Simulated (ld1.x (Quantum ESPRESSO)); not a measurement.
## Which change was made? (Si, TM)

Si, norm-conserving Troullier–Martins (Kleinman–Bylander form), made with ld1.x (Quantum ESPRESSO) 7.5 (PBE, non-relativistic). Core [Ne], reference 3s2 3p2. Waves: 3p (bound): rc 1.40 bohr; 3s (bound): rc 1.70 bohr. Local part: the s channel. Core correction: none.

Cutoffs, loose and tight: the cutoffs (Ry, on a coarse ladder) from which the occupation-weighted sum of valence levels, in a spherical-Bessel basis at the reference potential, stays within 10 and 1 mRy of its value at 400 Ry. They do not see the model core or the augmentation charge, which bear on the density cutoff. Test errors are all-electron minus pseudo excitation energies from the reference, over the configurations 3s2 3p1; 3s2 3p0; 3s1 3p0; 3s1 3p3; 3s2 3p1.5; 3s2 3p2.3; 3s1 3p2; variants that change the core or the reference have their own tests.

The base gives: outcome: generated; cutoff, loose: 45 Ry; cutoff, tight: 60 Ry; bound ghosts: none; largest test error (meV): +67.

After one change the result is: outcome: generated; cutoff, loose: 70 Ry; cutoff, tight: 100 Ry; bound ghosts: none; largest test error (meV): +66. Which change was it?
A. all radii scaled by about 0.75 (s 1.28, p 1.04 bohr)
B. all radii scaled by about 1.04 (s 1.76, p 1.46 bohr)
C. all radii scaled by about 1.27 (s 2.16, p 1.78 bohr)
D. all radii scaled by about 0.90 (s 1.52, p 1.26 bohr)

D. The others give: all radii scaled by about 1.04 (s 1.76, p 1.46 bohr) → outcome: generated; cutoff, loose: 35 Ry; cutoff, tight: 55 Ry; bound ghosts: none; largest test error (meV): +67 | all radii scaled by about 0.75 (s 1.28, p 1.04 bohr) → outcome: generated; cutoff, loose: 260 Ry; cutoff, tight: 300 Ry; bound ghosts: none; largest test error (meV): +78 | all radii scaled by about 1.27 (s 2.16, p 1.78 bohr) → outcome: generated; cutoff, loose: 12 Ry; cutoff, tight: 30 Ry; bound ghosts: none; largest test error (meV): +83.
